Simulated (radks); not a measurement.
Valence configurations of V (all share [Ar]). Method: scalar-relativistic Kohn-Sham, PBE, spin-polarised, spherical densities, finite nucleus; open shells are filled with parallel spins first; Fermi nuclear charge, rms radius 3.6002 fm; computed with a radial shooting solver on a logarithmic mesh with Libxc functionals. Energies are relative to 3d3 4s2; eigenvalues in eV for spin up.

valence	E (eV)	moment (Bohr magnetons)	e(3d)	e(4p)	e(4s)
3d3 4s2	0.000	3	-6.003	-	-4.976
3d2 4s2 4p1	6.374	3	-11.365	-2.900	-6.946
3d2 4p3	13.086	5	-13.444	-4.078	-
3d4 4s1	-1.111	5	-3.092	-	-4.318
3d5	0.677	5	-1.525	-	-
3d1 4p4	26.690	3	-19.538	-5.005	-
3d1 4s2 4p2	17.169	3	-17.335	-4.113	-8.795
3d2 4s1 4p2	8.792	5	-12.355	-3.605	-7.862
3d3 4s1 4p1	2.093	5	-7.234	-2.447	-6.084
3d1 4s1 4p3	19.836	5	-18.164	-4.730	-9.601

NIST lists [Ar] 3d3 4s2 as the ground configuration; this level of theory puts 3d4 4s1 lower, by 1.111 eV. The energies are those of spherical high-spin densities, not of single terms.
